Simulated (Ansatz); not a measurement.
Stepwise reaction of `F[Si](F)(F)[SeH]` with hydrogen, as a gas-phase model of exchange steps in deposition or etching. ΔE in kJ/mol; ΔG adds harmonic PBE0-D4 terms to CCSD(T)/CBS, at 1 bar.

Isolated molecules relaxed with PBE0-D4/def2-TZVP in Ansatz; ΔE leaves out vibrations. CBS: MP2 limit from def2 TZ/QZ plus the TZ coupled-cluster correction, frozen cores. This one scheme is used for every species. DFT in def2-TZVPP. B3LYP here is the variant with VWN-RPA as its local correlation; programs differ in this. For Se outer-core shells are correlated without core-valence functions, which leaves a few kJ/mol of doubt a bond. Scalar relativity is left out up to krypton. Each species was taken in one conformer, which may not be the lowest.

| step | reaction | PBE-D4 | B3LYP-D4 | ωB97M-V | CCSD(T)/CBS | ΔG(400 K) |
| --- | --- | --- | --- | --- | --- | --- |
| 2 | `F[SiH](F)[SeH]` + H₂ → `F[SiH2][SeH]` + H–F | 120.7 | 128.8 | 129.5 | 125.6 | 127.6 |
| 3 | `F[SiH2][SeH]` + H₂ → `[SiH3][SeH]` + H–F | 110.6 | 118.3 | 118.2 | 114.7 | 113.7 |

(1) Give the row of step 1, `F[Si](F)(F)[SeH]` + H₂ → `F[SiH](F)[SeH]` + H–F. (Estimate.)

(2) By hand: ΔE of the 3 steps together at CCSD(T)/CBS.

Answers

(1) The calculation gave: 
| step | reaction | PBE-D4 | B3LYP-D4 | ωB97M-V | CCSD(T)/CBS | ΔG(400 K) |
| --- | --- | --- | --- | --- | --- | --- |
| 1 | `F[Si](F)(F)[SeH]` + H₂ → `F[SiH](F)[SeH]` + H–F | 123.4 | 131.4 | 132.9 | 129.3 | 129.4 |

(2) (129.3) + (125.6) + (114.7) = 369.6 kJ/mol, or 123.2 kJ/mol a step.

In ΔE each step is lower than the one before. All are uphill at CCSD(T)/CBS. ΔG lies between 113.7 and 129.4 kJ/mol a step. PBE-D4 differs from CCSD(T)/CBS by -5.9 to -4.1 kJ/mol a step. Isolated molecules leave out the surface, adducts and barriers. Largest T1 diagnostic: 0.011.
